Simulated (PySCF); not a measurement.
# How methods differ on the ionisation energy of Cr¹³⁺

Cr¹³⁺ [Ne] 3s1 [3s1/2^1, M_J = 1/2] → Cr¹⁴⁺ [Ne], as a difference of total energies. Calculation: PySCF 2.14, in an even-tempered Gaussian basis (19 s from 1 bohr⁻², ratio 2.4; 13 p from 1.3 bohr⁻², ratio 2.4; 5 d from 4.6 bohr⁻², ratio 2.6; 4 f from 6.9 bohr⁻², ratio 2.6); the two-component X2C-1e Hamiltonian. Correlated levels: 1s2 frozen; the 52 highest virtual spinors dropped. "Screened" scales the spin-orbit matrix elements by Boettger's factors to mimic the two-electron term; Breit and QED terms are absent.

| method | ionisation energy (eV) |
| --- | --- |
| GHF (screened spin-orbit) | 383.56 |
| GMP2 (screened spin-orbit) | 384.14 |

Q: How much does correlation contribute at GMP2 (screened spin-orbit)?

A: 384.14 − (383.56) = 0.58 eV, measured against GHF (screened spin-orbit).

For comparison: 384.16 eV (semi-empirical (NIST evaluation); NIST Atomic Spectra Database, ionization energies).
